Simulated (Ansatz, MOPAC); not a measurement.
System: sulfur dioxide, SO2, charge 0, multiplicity 1. SMILES: [S+]([O-])=O

Atoms: S1, O2, O3. Bonds: S1-O2, S1-O3.

Bond lengths (Å) and angles (degrees) optimised at AM1 with MOPAC; HF/6-31G* with Ansatz (a program for electronic structure); PBE/6-31G* with Ansatz, each started from the B3LYP-D3(BJ)/def2-TZVP structure (Ansatz) of the last column. A row stands for all coordinates that are equal there. 6-31G* holds six Cartesian d functions. No wavenumbers were computed at PBE/6-31G*, so these may be saddle points.

```json
[
 {"coordinate": "S1-O2", "AM1": "1.429", "HF/6-31G*": "1.414", "PBE/6-31G*": "1.483", "B3LYP-D3(BJ)/def2-TZVP": "1.439"},
 {"coordinate": "O2-S1-O3", "AM1": "107.9", "HF/6-31G*": "118.8", "PBE/6-31G*": "119.3", "B3LYP-D3(BJ)/def2-TZVP": "118.9"}
]
```

Mean signed difference of all 2 bond lengths from B3LYP-D3(BJ)/def2-TZVP: AM1 -0.009 Å, HF/6-31G* -0.024 Å, PBE/6-31G* 0.044 Å.
